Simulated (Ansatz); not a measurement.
H4AlGeN, SMILES `[NH2][Ge][AlH2]` (excited triplet) (charge 0, multiplicity 3). This triplet is an excited state, 0.80 eV above the relaxed singlet at the level frozen-core CCSD(T)/cc-pVTZ // PBE0-D3(BJ)/def2-TZVP (Ansatz, a quantum-chemistry and plane-wave program).

Z-matrix (Å, degrees):
```
Ge
N 1 1.8508
H 2 1.0108 1 117.55
H 2 1.0108 3 109.83 1 -137.94
Al 1 2.4607 2 113.44 3 113.64
H 5 1.5855 1 114.57 2 179.98
H 5 1.5869 6 124.01 1 179.50
```
Charge 0, spin multiplicity 3.

### Question
Give the natural occupations of the active orbitals, the CASSCF energy and the corrected energy for frozen-core fic-MRCISD+Q@CASSCF(6e,6o)/cc-pVTZ // PBE0-D3(BJ)/def2-TZVP in Ansatz.

### Answer

```
Quantity                                             Result
-----------------------  ----------------------------------
natural occupations      1.98, 1.98, 1.00, 1.00, 0.02, 0.02
CASSCF energy                                 -2374.1418 Ha
corrected energy                              -2374.5907 Ha
weight of the reference                               0.881
```
